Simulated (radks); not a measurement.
Values are calculated unless marked as measured or tabulated.
Neutral zinc, [Ar] 3d10 4s2. Level of theory: non-relativistic Kohn-Sham, r2SCAN, spin-polarised, spherical densities, point nucleus; meta-GGA in the generalised Kohn-Sham scheme (a radial shooting solver on a logarithmic mesh with Libxc functionals). Every spin shell is full or empty, so the densities are truly spherical. Functionals are evaluated on that one density, not self-consistently. Rank these orbital-free kinetic functionals by their error against the exact value of the orbitals, and give that value: Thomas-Fermi, von Weizsacker, TF + vW, TF + vW/9, TF + vW/5, APBEK, revAPBEK, Perdew 92, Thakkar, LKT, PG1, DePristo-Kress, Ernzerhof.

Answer. Exact: 1778.17 hartree. From best to worst, with 100 (|E| - |E exact|)/|E exact| (equal figures are ties): APBEK +0.01, DePristo-Kress -0.17, revAPBEK +0.25, Ernzerhof -0.46, Thakkar -0.53, Perdew 92 -0.83, TF + vW/9 -0.85, TF + vW/5 +3.54, Thomas-Fermi -6.33, PG1 +18.52, LKT +23.38, TF + vW +43.05, von Weizsacker -50.62.
